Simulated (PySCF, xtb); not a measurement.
GeF₃Br, SMILES [F][Ge]([F])([Br])[F].

Harmonic wavenumbers (cm⁻¹) from GFN2-xTB run with xtb at its own minimum, in rising order: 109, 110, 164, 164, 175, 303, 489, 522, 522.

**Question.** What does PBE0-D3(BJ)/def2-SVP (PySCF) give at its own minimum? (The exact figures need the calculation; the answer reports its results.)

**Answer.** 151, 151, 237, 237, 240, 359, 739, 786, 786. Paired by order, the mean absolute difference is 125 cm⁻¹ and the zero-point energies are 3.7 and 5.3 kcal/mol.
